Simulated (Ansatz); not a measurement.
Basis-set extrapolation for `CC/C=C/C(C)(C)C` (PBE0-D4/def2-TZVP geometry, frozen core, the Gaussian-basis code of Ansatz). Multiplicity 1, RHF reference.

```csv
,def2-TZVPP,def2-QZVPP
HF,-312.363877,-312.378369
MP2 correlation,-1.388190,-1.473517
CCSD(T) correlation,-1.530221,not run
```

Energies in hartree. Use E(X) = E(∞) + A·exp(−7.88·√X) for Hartree–Fock and E(X) = E(∞) + B·X^(−2.97) for correlation, with X = 3 and 4, and add CCSD(T) minus MP2 of the smaller set to the MP2 limit.

Problem. What is the CCSD(T) energy at the basis-set limit?

Solution. HF limit: -312.378369 + (-0.014492) × 0.13774 = -312.38037. MP2 limit: -1.473517 + (-0.085327) × 0.74074 = -1.53672. Higher-order term: -1.530221 − (-1.388190) = -0.14203. Total: -314.05912 hartree, 433.3 kJ/mol below CCSD(T)/def2-TZVPP.
